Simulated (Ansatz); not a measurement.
GeS2. The state is a singlet with charge 0. Geometry r2SCAN-D4/def2-TZVP, that of the charge +1 doublet.

```xyz
3

Ge    0.8372    0.2702   -1.0612
S    -0.0792    0.6845    1.0070
S    -0.7580   -0.9547    0.0541
```

The structure comes from a short search, and lower isomers may exist.

Task: Estimate the orbital energies around the gap (eV) in Ansatz with PBE-D4/def2-TZVP, r2SCAN-D4/def2-TZVP, PBE0-D4/def2-TZVP.

Result: 
```
orbital  PBE-D4/def2-TZVP  r2SCAN-D4/def2-TZVP  PBE0-D4/def2-TZVP
 HOMO−5            -12.50               -12.97             -14.04
 HOMO−4             -9.00                -9.38             -10.21
 HOMO−3             -8.22                -8.60              -9.55
 HOMO−2             -7.73                -8.06              -8.79
 HOMO−1             -6.66                -6.96              -7.70
   HOMO             -4.70                -4.93              -5.80
   LUMO             -3.85                -3.82              -3.12
 LUMO+1             -1.92                -1.82              -1.20
 LUMO+2             -1.30                -1.08              -0.29
 LUMO+3             -1.03                -0.71              -0.21
 LUMO+4              3.12                 3.58               4.01
 LUMO+5              3.54                 4.07               4.39
```
